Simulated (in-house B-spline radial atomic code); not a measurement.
Configurations of Sn VIII (Sn7+), with energies counted from [Kr] (4d3/2)4 (4d5/2)3. Level of theory: Dirac-Hartree-Fock, average of each configuration as written, Fermi nucleus of rms radius 4.6519 fm; calculated with a radial B-spline atomic code at the basis-set limit. Energies include first-order Breit, QED and recoil terms.

Occupations are held fixed; configurations that lie above the ionisation limit could autoionise.

| configuration | E - E(ref) (eV) | highest orbital | its <r> (bohr) |
| --- | --- | --- | --- |
| [Ar] 3d10 4s2 (4p1/2)2 (4p3/2)3 (4d3/2)1 (4d5/2)6 (6f5/2)1 | 185.86 | 6f5/2 | 4.963 |
| [Ar] 3d10 4s2 (4p1/2)2 (4p3/2)3 (4d3/2)2 (4d5/2)5 (8p1/2)1 | 190.48 | 8p1/2 | 7.356 |
| [Ar] 3d10 4s2 (4p1/2)1 (4p3/2)4 (4d3/2)4 (4d5/2)3 (8d3/2)1 | 200.64 | 8d3/2 | 8.303 |
| [Ar] (3d3/2)3 (3d5/2)6 4s2 4p6 (4d3/2)4 (4d5/2)3 (6f7/2)1 | 590.97 | 6f7/2 | 4.912 |
| [Ar] (3d3/2)4 (3d5/2)5 4s2 4p6 (4d3/2)1 (4d5/2)6 (7f7/2)1 | 594.24 | 7f7/2 | 7.154 |

Question: Order these further configurations by energy, lowest first.
A. [Kr] (4d3/2)1 (4d5/2)6
B. [Kr] (4d3/2)4 (4d5/2)2 (5p3/2)1
C. [Ar] 3d10 4s2 (4p1/2)2 (4p3/2)3 (4d3/2)4 (4d5/2)3 (6g7/2)1
D. [Ar] 3d10 4s2 (4p1/2)1 (4p3/2)4 (4d3/2)4 (4d5/2)3 5s1
E. [Ar] 3d10 4s2 (4p1/2)1 (4p3/2)4 (4d3/2)3 (4d5/2)5

Answer: A (3.2481 eV), B (54.518 eV), E (81.46 eV), D (123.57 eV), C (183.09 eV).
